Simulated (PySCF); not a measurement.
# Electronic structure of N(2+) (nitrogen, charge +2) at the UHF level

Configuration: [He] 2s1 2p2, high-spin 4P determinant (an excited configuration). Computed with PySCF 2.14 in dyall-acv3z (15s9p4d2f, 76 functions), with the spin-free X2C one-electron Hamiltonian (Gaussian nucleus).

```
Total energy                                                  : -52.660530 hartree
One-electron energy                                           : -65.3325 hartree
Hartree (Coulomb) energy                                      : 18.6264 hartree
Exchange energy                                               : -5.9544 hartree
⟨S²⟩                                                          : 3.7500
⟨L²⟩                                                          : 2.005
Sum of ⟨r⟩                                                    : 3.852 bohr
Sum of ⟨r²⟩                                                   : 4.789 bohr²
Traceless quadrupole moment −½Σ⟨3z² − r²⟩ along its main axis : 0.663 e·bohr²
Langevin diamagnetic susceptibility                           : -3.79 ×10⁻⁶ cm³/mol
```

```csv
shell,electrons,mean orbital energy (eV),"rms radius, mean of both spins (bohr)"
1s α,1,-466.06,0.265
1s β,1,-461.44,0.265
2s α,1,-62.620,1.25
2p α,2,-49.013,1.24
```

Spin-orbit constants ζ (cm⁻¹) from the X2C one-electron operator on these orbitals: bare nucleus, nucleus screened by l(l+1)(2l+1)/3 electrons, and screened by the Breit-Pauli mean field of the electrons.

```tsv
shell	bare	screened nucleus	mean field
2p	187.3	133.8	114.4
```

To first order the Landé constant is A = 38.15 cm⁻¹, so the lowest level has J = 1/2 and lies 0.0118 eV below the centre of the term. This holds in LS coupling only.
